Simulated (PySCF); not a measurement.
PySCF 2.14 output of a UHF calculation on a single atom or ion in ANO-RCC-VTZP (7s6p4d2f1g, 68 functions), with the spin-free X2C one-electron Hamiltonian (Gaussian nucleus):

```
SCF conv_tol = 1e-09
number electrons alpha = 23  beta = 21
cycle= 1 E= -5310.47110452738  delta_E= -0.00781  |g|= 0.0349  |ddm|= 0.0485
cycle= 2 E= -5310.47133398831  delta_E= -0.000229  |g|= 0.00641  |ddm|= 0.00842
cycle= 3 E= -5310.47134248811  delta_E= -8.5e-06  |g|= 0.000725  |ddm|= 0.00205
cycle= 4 E= -5310.47134259332  delta_E= -1.05e-07  |g|= 0.000215  |ddm|= 0.000247
cycle= 5 E= -5310.47134261048  delta_E= -1.72e-08  |g|= 2.36e-05  |ddm|= 0.000135
cycle= 6 E= -5310.47134261073  delta_E= -2.47e-10  |g|= 2.71e-06  |ddm|= 1.68e-05
converged SCF energy = -5310.47134261073  <S^2> = 2.0027829  2S+1 = 3.0018547
```

The run itself started from symmetry-adapted Hartree-Fock orbitals and held the occupation by maximum overlap, so the iterations belong to that start.

**Question.** Which element, charge and spin multiplicity is this?

**Answer.** Ag³⁺ (silver, charge +3), multiplicity 3; the state was [Kr] 4d8, high-spin 3F determinant.
